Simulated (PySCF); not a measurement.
## Ce⁵⁴⁺ (cerium, charge +54): Hartree-Fock from Schrödinger to Dirac-Coulomb-Breit

Occupied: 1s1/2, 2s1/2. Hartree-Fock calculated with PySCF 2.14 in an uncontracted even-tempered set (16 s from 11 bohr⁻², ratio 2.7; 12 p from 13 bohr⁻², ratio 2.7), Gaussian nucleus throughout. NR is non-relativistic, sf-X2C the spin-free one-electron X2C Hamiltonian, X2C adds the bare one-electron spin-orbit term, X2C-SNSO screens it by Boettger's factors, DC is four-component Dirac-Coulomb, and the Gaunt and Breit terms are added at first order (total energies over the DC spinors, levels after relaxing the spinors in that mean field). QED terms are absent. Levels marked empty are virtual spinors of this ion.

```json
{"level (eV)": "1s1/2", "NR": "-44173.8", "sf-X2C": "-46262.9", "X2C": "-46262.9", "X2C-SNSO": "-46262.9"}
{"level (eV)": "2s1/2", "NR": "-10588.9", "sf-X2C": "-11221.7", "X2C": "-11221.7", "X2C-SNSO": "-11221.7"}
{"level (eV)": "2p1/2 (empty)", "NR": "-10260.9", "sf-X2C": "-10501.2", "X2C": "-10862.2", "X2C-SNSO": "-10848.5"}
{"level (eV)": "2p3/2 (empty)", "NR": "-10260.9", "sf-X2C": "-10501.2", "X2C": "-10345.1", "X2C-SNSO": "-10350.3"}
{"level (eV)": "3s1/2 (empty)", "NR": "-4526.4", "sf-X2C": "-4741.8", "X2C": "-4741.8", "X2C-SNSO": "-4741.8"}
```

Where do the four-component calculations put these levels?

1s1/2: DC -46302.3, DC+Gaunt -46221.9, DC+Breit -46222.8; 2s1/2: DC -11226.1, DC+Gaunt -11216.8, DC+Breit -11217.7; 2p1/2 (empty): DC -10852.7, DC+Gaunt -10835.6, DC+Breit -10838.0; 2p3/2 (empty): DC -10351.2, DC+Gaunt -10341.6, DC+Breit -10344.0; 3s1/2 (empty): DC -4743.0, DC+Gaunt -4740.3, DC+Breit -4740.7 (eV).

```
Hamiltonian  E (hartree)  E − E(DC) (hartree)  CPU seconds
         NR   -4114.4756             210.4038         0.16
     sf-X2C   -4323.2457               1.6337         0.08
        X2C   -4323.2457               1.6337         0.07
   X2C-SNSO   -4323.2457               1.6337         0.07
         DC   -4324.8794               0.0000          1.6
   DC+Gaunt   -4321.5336               3.3458          3.9
   DC+Breit   -4321.6031               3.2763           22
```

Weight of the small component: 1s1/2 0.0464, 2s1/2 0.0111, 2p1/2 0.0110, 2p3/2 0.0105, 3s1/2 0.00473.

Koopmans' value for the highest occupied level at DC+Breit: 11217.7 eV, against an ionisation energy of 11210 ± 5 eV (theoretical estimate listed by NIST; NIST Atomic Spectra Database, ionization energies); the former lacks relaxation, correlation, QED and recoil.

The whole ladder took 29 s of wall time on 1 thread of Intel(R) Xeon(R) 6975P-C (shared host), launched as `OMP_NUM_THREADS=1 python relrun2.py TASK.json OUT` (a driver that calls PySCF for each Hamiltonian).
